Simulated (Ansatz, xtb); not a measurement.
# Relative energy of two isomers of C5H7ClF+

We compare X, `C[CH+]/C=C\[C@H](F)Cl`, a singlet, with Y, `C=C(Cl)[C+](C)CF`, a singlet. Both are isolated ions in the gas phase, relaxed with PBE-D3(BJ)/def2-SVP; the shapes shown needn't be the lowest conformers.

X (Å):

```xyz
14

C    -0.3593   -2.3729   -1.7277
C    -0.1600   -1.2174   -0.8633
C     1.0927   -0.6666   -0.5604
C     1.3030    0.4276    0.2794
C     0.3107    1.3077    0.9582
Cl    0.4455    2.7043   -0.2021
F    -0.9496    0.8363    1.0241
H     0.5656   -2.8189   -2.1344
H    -1.0524   -2.0845   -2.5579
H    -0.9659   -3.1394   -1.1850
H    -1.0581   -0.7464   -0.4275
H     1.9899   -1.1318   -1.0016
H     2.3475    0.7374    0.4630
H     0.6376    1.6669    1.9562
```

Y (Å):

```xyz
14

C     0.7737    0.9555    2.3968
C     0.6719   -0.3089    1.8726
C     1.1140   -0.6378    0.5411
C     1.7098    0.3075   -0.4044
C     0.9618   -2.0328    0.0754
Cl   -0.0128   -1.5806    2.8346
F     1.4102   -2.2271   -1.1886
H     0.4240    1.1650    3.4206
H     1.2024    1.7871    1.8181
H     1.8228    1.3458   -0.0563
H     1.1187    0.2719   -1.3517
H     2.6925   -0.1051   -0.7388
H    -0.1184   -2.3262    0.1748
H     1.4851   -2.7109    0.8028
```

Quicker runs give these differences E(Y) − E(X): GFN2-xTB −2.13 kcal/mol; HF/STO-3G +4.08 kcal/mol (at GFN2-xTB geometries); r2SCAN-D4/def2-SVP +1.80 kcal/mol (at GFN2-xTB geometries).

**Question.** Estimate E(Y) − E(X) at the level CCSD(T)/def2-SVP + ΔMP2/def2-TZVPP.

**Answer.** Too close to call at this level: CCSD(T)/def2-SVP + ΔMP2/def2-TZVPP gives E(Y) − E(X) = +1.48 kcal/mol.

How the difference moves with the method:

```csv
level,geometry,E(Y) − E(X) (kcal/mol),departure from the last row (kcal/mol),"job, with rough time for the two"
GFN2-xTB,GFN2-xTB,−2.13,−3.60,"optimisation, 0.32 s"
HF/STO-3G,GFN2-xTB,+4.08,+2.60,"single point, 0.38 s"
r2SCAN-D4/def2-SVP,GFN2-xTB,+1.80,+0.32,"single point, 4.3 s"
PBE-D3(BJ)/def2-SVP,PBE-D3(BJ)/def2-SVP,+2.74,+1.27,"optimisation, 25 s"
HF/def2-SVP,PBE-D3(BJ)/def2-SVP,+3.27,+1.79,part of the CCSD(T) run
MP2/def2-SVP,PBE-D3(BJ)/def2-SVP,+1.69,+0.21,part of the CCSD(T) run
CCSD(T)/def2-SVP,PBE-D3(BJ)/def2-SVP,+1.40,−0.08,single point
CCSD(T)/def2-SVP + ΔMP2/def2-TZVPP,PBE-D3(BJ)/def2-SVP,+1.48,,"single point, 85 s"
```

As drawn, both hold the same kinds of bond in the same numbers.

GFN2-xTB puts the two in the other order. The largest departure from CCSD(T)/def2-SVP + ΔMP2/def2-TZVPP is that of GFN2-xTB, 3.60 kcal/mol. The last row adds to CCSD(T) the change of the MP2 difference between the two basis sets, here +0.08 kcal/mol.

With thermal terms from frequencies at re-optimised GFN2-xTB minima (ideal gas, soft modes damped towards free rotors, one conformer each, 298.15 K, 1 atm): on the last row, ΔE + ΔZPE = +0.43, ΔH = +0.41, ΔG = +0.74 kcal/mol.

The correlated steps freeze 11 core orbitals. Mirror images aren't counted in ΔG. Run with Ansatz 0.2.0, xtb 6.7.1; the last row on 4 threads of Arm Neoverse V1 on a shared host.
